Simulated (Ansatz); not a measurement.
In₄N₄⁺. Charge 1, multiplicity 2. Geometry r2SCAN-D4/def2-SVP.

```xyz
8

In    0.436   -1.297    1.452
In   -1.946    0.424    0.077
In    0.416   -0.796   -1.781
In    1.041    1.677    0.254
N    -0.977   -1.533   -0.232
N    -0.411    0.739    1.633
N     1.870   -0.413   -0.075
N    -0.428    1.198   -1.328
```

In the def2 sets In takes a core potential, while STO-3G treats all electrons; there is no spin–orbit coupling. At HF/STO-3G, PBE-D4/def2-SVP, PBE-D4/def2-TZVP, r2SCAN-D4/def2-TZVP and others the charge 1 doublet is spin-contaminated (final ⟨S²⟩ up to 4.47, 0.75 for a pure state). The structure comes from a short search, and lower isomers may exist.

Problem. Estimate the α-spin orbital energies around the gap (eV) in Ansatz with HF/STO-3G, PBE-D4/def2-SVP, PBE-D4/def2-TZVP, r2SCAN-D4/def2-TZVP, PBE0-D4/def2-SVP.

Solution. 
```json
{"orbital": "HOMO−9", "HF/STO-3G": "-16.11", "PBE-D4/def2-SVP": "-13.64", "PBE-D4/def2-TZVP": "-13.61", "r2SCAN-D4/def2-TZVP": "-13.86", "PBE0-D4/def2-SVP": "-14.92"}
{"orbital": "HOMO−8", "HF/STO-3G": "-15.53", "PBE-D4/def2-SVP": "-12.89", "PBE-D4/def2-TZVP": "-12.95", "r2SCAN-D4/def2-TZVP": "-13.27", "PBE0-D4/def2-SVP": "-14.24"}
{"orbital": "HOMO−7", "HF/STO-3G": "-14.69", "PBE-D4/def2-SVP": "-11.91", "PBE-D4/def2-TZVP": "-11.85", "r2SCAN-D4/def2-TZVP": "-12.12", "PBE0-D4/def2-SVP": "-13.09"}
{"orbital": "HOMO−6", "HF/STO-3G": "-14.17", "PBE-D4/def2-SVP": "-11.91", "PBE-D4/def2-TZVP": "-11.84", "r2SCAN-D4/def2-TZVP": "-12.12", "PBE0-D4/def2-SVP": "-13.09"}
{"orbital": "HOMO−5", "HF/STO-3G": "-13.41", "PBE-D4/def2-SVP": "-10.62", "PBE-D4/def2-TZVP": "-10.62", "r2SCAN-D4/def2-TZVP": "-11.14", "PBE0-D4/def2-SVP": "-12.11"}
{"orbital": "HOMO−4", "HF/STO-3G": "-12.96", "PBE-D4/def2-SVP": "-10.50", "PBE-D4/def2-TZVP": "-10.48", "r2SCAN-D4/def2-TZVP": "-10.92", "PBE0-D4/def2-SVP": "-11.90"}
{"orbital": "HOMO−3", "HF/STO-3G": "-12.90", "PBE-D4/def2-SVP": "-10.48", "PBE-D4/def2-TZVP": "-10.47", "r2SCAN-D4/def2-TZVP": "-10.74", "PBE0-D4/def2-SVP": "-11.60"}
{"orbital": "HOMO−2", "HF/STO-3G": "-12.62", "PBE-D4/def2-SVP": "-10.37", "PBE-D4/def2-TZVP": "-10.35", "r2SCAN-D4/def2-TZVP": "-10.60", "PBE0-D4/def2-SVP": "-11.40"}
{"orbital": "HOMO−1", "HF/STO-3G": "-12.21", "PBE-D4/def2-SVP": "-10.36", "PBE-D4/def2-TZVP": "-10.33", "r2SCAN-D4/def2-TZVP": "-10.57", "PBE0-D4/def2-SVP": "-11.35"}
{"orbital": "HOMO", "HF/STO-3G": "-11.66", "PBE-D4/def2-SVP": "-10.17", "PBE-D4/def2-TZVP": "-10.14", "r2SCAN-D4/def2-TZVP": "-10.23", "PBE0-D4/def2-SVP": "-10.57"}
{"orbital": "LUMO", "HF/STO-3G": "-0.41", "PBE-D4/def2-SVP": "-9.12", "PBE-D4/def2-TZVP": "-9.12", "r2SCAN-D4/def2-TZVP": "-8.67", "PBE0-D4/def2-SVP": "-7.89"}
{"orbital": "LUMO+1", "HF/STO-3G": "0.88", "PBE-D4/def2-SVP": "-8.33", "PBE-D4/def2-TZVP": "-8.29", "r2SCAN-D4/def2-TZVP": "-8.36", "PBE0-D4/def2-SVP": "-7.72"}
{"orbital": "LUMO+2", "HF/STO-3G": "1.29", "PBE-D4/def2-SVP": "-8.29", "PBE-D4/def2-TZVP": "-8.26", "r2SCAN-D4/def2-TZVP": "-8.29", "PBE0-D4/def2-SVP": "-7.64"}
{"orbital": "LUMO+3", "HF/STO-3G": "1.59", "PBE-D4/def2-SVP": "-8.18", "PBE-D4/def2-TZVP": "-8.15", "r2SCAN-D4/def2-TZVP": "-8.01", "PBE0-D4/def2-SVP": "-7.24"}
{"orbital": "LUMO+4", "HF/STO-3G": "4.97", "PBE-D4/def2-SVP": "-4.91", "PBE-D4/def2-TZVP": "-4.98", "r2SCAN-D4/def2-TZVP": "-4.68", "PBE0-D4/def2-SVP": "-4.15"}
{"orbital": "LUMO+5", "HF/STO-3G": "5.20", "PBE-D4/def2-SVP": "-4.85", "PBE-D4/def2-TZVP": "-4.92", "r2SCAN-D4/def2-TZVP": "-4.61", "PBE0-D4/def2-SVP": "-4.09"}
{"orbital": "β HOMO", "HF/STO-3G": "-8.08", "PBE-D4/def2-SVP": "-9.86", "PBE-D4/def2-TZVP": "-9.82", "r2SCAN-D4/def2-TZVP": "-9.81", "PBE0-D4/def2-SVP": "-10.16"}
{"orbital": "β LUMO", "HF/STO-3G": "-0.76", "PBE-D4/def2-SVP": "-8.98", "PBE-D4/def2-TZVP": "-8.99", "r2SCAN-D4/def2-TZVP": "-8.68", "PBE0-D4/def2-SVP": "-7.94"}
```
